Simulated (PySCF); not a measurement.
An equivalent PySCF input for Br(2+) (bromine, charge +2), [Ar] 3d10 4s2 4p3, high-spin 4S determinant, with scalar relativity through the core potential:

```python
from pyscf import gto, scf, dft, mp, cc
import basis_set_exchange as bse
txt = bse.get_basis("aug-cc-pVQZ-PP", elements=["Br"], fmt="nwchem", header=False)
cut = txt.index("\nECP")
mol = gto.M(atom="Br 0 0 0", charge=2, spin=3, symmetry="D2h",
            basis=gto.basis.parse(txt[:cut]),
            ecp={"Br": gto.basis.parse_ecp(txt[cut:])})
mf = dft.UKS(mol, xc="0.53*HF + 0.47*B88, 0.73*LYP")
mf.irrep_nelec = {'Ag': (4, 4), 'B1g': (1, 1), 'B2g': (1, 1), 'B3g': (1, 1), 'B1u': (2, 1), 'B2u': (2, 1), 'B3u': (2, 1)}
mf.kernel()
```

It reaches the same state as the run whose output follows, with an energy that differs only through the grid. The run itself started from symmetry-adapted Hartree-Fock orbitals and held the occupation by maximum overlap, on a logarithmic radial grid, so the iterations belong to that start.

```
SCF conv_tol = 1e-09
number electrons alpha = 13  beta = 10
XC functionals = 0.53*HF + 0.47*B88, 0.73*LYP
    A. D. Becke.,  Phys. Rev. A 38, 3098 (1988)
    C. Lee, W. Yang, and R. G. Parr.,  Phys. Rev. B 37, 785 (1988)
    B. Miehlich, A. Savin, H. Stoll, and H. Preuss.,  Chem. Phys. Lett. 157, 200 (1989)
cycle= 1 E= -415.182587787711  delta_E= -0.0023  |g|= 0.0277  |ddm|= 0.474
cycle= 2 E= -415.182646269002  delta_E= -5.85e-05  |g|= 0.0155  |ddm|= 0.0919
cycle= 3 E= -415.182672278397  delta_E= -2.6e-05  |g|= 0.000431  |ddm|= 0.0287
cycle= 4 E= -415.182672316356  delta_E= -3.8e-08  |g|= 3.29e-05  |ddm|= 0.00179
cycle= 5 E= -415.182672316611  delta_E= -2.55e-10  |g|= 3.51e-06  |ddm|= 7.21e-05
converged SCF energy = -415.182672316611  <S^2> = 3.7504434  2S+1 = 4.0002217
```

Energies and moments cover only the electrons outside the core potential.
